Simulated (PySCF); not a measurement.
## Dipole response of Pd (palladium, neutral)

[Kr] 4d10, closed-shell 1S. Computed with PySCF 2.14 in ANO-RCC-VQZP (8s7p5d3f2g1h, 104 functions), with scalar relativity by spin-free X2C-1e. Coupled (time-dependent) response in atomic units; α is the mean over directions. The basis has no added diffuse functions, which lowers α and C₆.

```tsv
method	mean α (bohr³)	C₆ (like pair)	S(−4)
wB97M-V	22.49	151.7	392.8
```

S(−4) is the Cauchy moment in α(ω) = α(0) + S(−4) ω² + …

Reference α: 26.14 ± 0.1 bohr³ (recommended; Schwerdtfeger and Nagle, table of static dipole polarizabilities (2023 update)). Published C₆: 628.0 (Gould and Bucko (2016)).

α(iu) at wB97M-V:

```csv
u (hartree),α(iu) (bohr³)
0,22.49
0.0500,21.57
0.100,19.40
0.200,14.90
0.300,11.98
0.500,8.944
0.750,6.872
1.00,5.437
1.50,3.551
2.00,2.451
3.00,1.348
5.00,0.5821
```

A single London oscillator, α(iu) = α/(1 + u²/ω²), gives C₆ = (3/4) ω α². Matching the computed C₆ needs ω = 4 × 151.7 / (3 × 22.49²) = 0.400 hartree.
